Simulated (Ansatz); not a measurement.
Consider the atomization: `[SiH3]NPS` → 6 H• + N• + P• + S• + Si•.

Program: Ansatz. Geometries: PBE0-D4/def2-TZVP. ΔE: electronic, gas phase. CCSD(T)/CBS is the MP2 limit (def2-TZVPP, def2-QZVPP) plus CCSD(T) − MP2 in def2-TZVPP, frozen cores. This one scheme is used for every species, atoms too. DFT in def2-TZVPP. HSE06 is defined as in plane-wave codes. Open shells (•) are unrestricted, without spin–orbit coupling. Spin–orbit coupling would lower the free atoms: a little for S, Si. Each species was taken in one conformer, which may not be the lowest.

(1) What is ΔE at CCSD(T)/CBS? (Estimate.)

(2) What do these levels give: BLYP-D4, CAM-B3LYP-D4, ωB97M-V, B2PLYP, PBE-QIDH, r2SCAN0, HSE06, MP2/def2-SVP, CCSD/def2-SVP, CCSD(T)/def2-SVP, HF/def2-TZVPP, SCS-MP2/def2-QZVPP? (Estimate.)

Largest T1 diagnostic among the species: 0.013.

Results:

(1) The calculation gave: +31.20 eV.

(2) The calculation gave: BLYP-D4 31.29, CAM-B3LYP-D4 31.37, ωB97M-V 31.54, B2PLYP 30.71, PBE-QIDH 30.59, r2SCAN0 30.55, HSE06 30.76, MP2/def2-SVP 27.87, CCSD/def2-SVP 27.66, CCSD(T)/def2-SVP 28.01, HF/def2-TZVPP 21.33, SCS-MP2/def2-QZVPP 31.22 eV.

At CCSD(T), def2-SVP lies −3.19 eV from the extrapolated value and def2-TZVPP −1.17 eV: correlation converges slowly with the basis, and small sets miss more of it in the bonded molecule than in its fragments. The D4 term adds +0.45 eV with B3LYP and +0.24 eV with PBE0; it sums over pairs of atoms, weighted by their polarisabilities, and B3LYP, whose exchange is more repulsive, gets the larger term.

B3LYP here is the variant with VWN-RPA as its local correlation; programs differ in this.

For atomizations the MP2-based limit and the directly extrapolated one differ by several kJ/mol either way, and by 10 to 25 for some Ge, Se and Sn compounds, so smaller differences from it don't rank the levels.
